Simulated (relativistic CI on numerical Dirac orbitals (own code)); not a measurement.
Hyperfine structure of Rb29+, mass number 87

Computed by Dirac-Coulomb-Breit CI, orbitals from a KLI potential per configuration, a model potential for QED, unscaled Slater integrals (own radial code, finite nucleus).

Configurations in the expansion (outside the closed core 1s2): 2s2.2p4, 2s.2p5, 2p6, 2p5.3s, 2p5.3p, 2p5.3d, 2s2.2p3.3s, 2s2.2p3.3p, 2s2.2p3.3d, 2s.2p4.3s, 2s.2p4.3p, 2s.2p4.3d, 2s2.2p3.4s, 2s2.2p3.4p, 2s2.2p3.4d, 2s2.2p3.4f. Levels of other configurations are missing.

Nuclear spin I = 3/2, μ = 2.75129 μN, Q = 0.1335 b (tables of Stone and Pyykkö). The electronic factors are computed for point nuclear moments, without core polarisation or the Bohr-Weisskopf and QED corrections.

```tsv
Level	E (cm⁻¹)	A (GHz)	B (GHz)
2s2.2p4 3P_2	0	154.6	7.65
2s2.2p4 3P_1	480896	-22.62	-10.7
2s2.2p4 1D_2	586078	348.7	-29.2
2s.2p5 3P°_2	1781872	834.6	-21.3
2s.2p5 3P°_1	1988849	-114.2	3.44
2s.2p5 1P°_1	2551291	1472	-14.1
```

Levels with J = 0, under 50 % of one LS term, or S terms without an open s electron are left out. Small factors come from cancelling terms and can be off by tens of per cent or more.

At this charge energies of transitions that change n are usually good to better than 1 %, and those within a shell (Δn = 0) to a few per cent.

Q: Give the hyperfine levels of 2s2.2p4 3P_2 relative to its centre of gravity.

A: With K = F(F + 1) − I(I + 1) − J(J + 1), E = AK/2 + B[¾K(K + 1) − I(I + 1)J(J + 1)]/[2I(2I − 1)J(2J − 1)]: F = 1/2: -688.9, F = 3/2: -463.8, F = 5/2: -82.07, F = 7/2: 465.7 GHz.

LS names give the leading component of a level, which can be under half, so a name can repeat, a term be missing and a line seem to break the LS rules.
